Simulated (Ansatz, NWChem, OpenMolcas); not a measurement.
# Strength of the Si–Si bond: Si(CH3)(SiH3)Cl → Si(CH3)Cl + SiH3

Gas-phase species: Si(CH3)(SiH3)Cl, doublet; Si(CH3)Cl, singlet; SiH3 (silyl radical) `[SiH3]`, doublet. 

Shapes, held fixed at every level: PBE0-D4/def2-TZVP. Programs: Ansatz 0.2.0, NWChem 7.3.0, OpenMolcas 26.06. A level may come from different programs for different species; with the same settings they agree closely. Electronic energies: no zero-point or thermal term.

```tsv
level	kind	ΔE (kJ/mol)
HF/STO-3G	Hartree–Fock	+256.8
HF/3-21G	Hartree–Fock	+133.3
HF/def2-SVP	Hartree–Fock	+171.4
B3LYP/6-31G* (spherical functions)	global hybrid	+183.3
PBE0/def2-SVP	global hybrid	+207.9
```

PBE0/def2-SVP gives ΔE = +207.9 kJ/mol; the levels span +133.3 to +256.8. A fragment pairs its electrons up again, so this isn't a typical strength of such a bond. The median of the levels is +183.3. No measured value is set beside it here. Open shells run unrestricted. PBE0/def2-SVP lies outside the range of the other correlated levels here, so it shouldn't be taken on trust. Rows in sets without polarisation functions are far from converged.
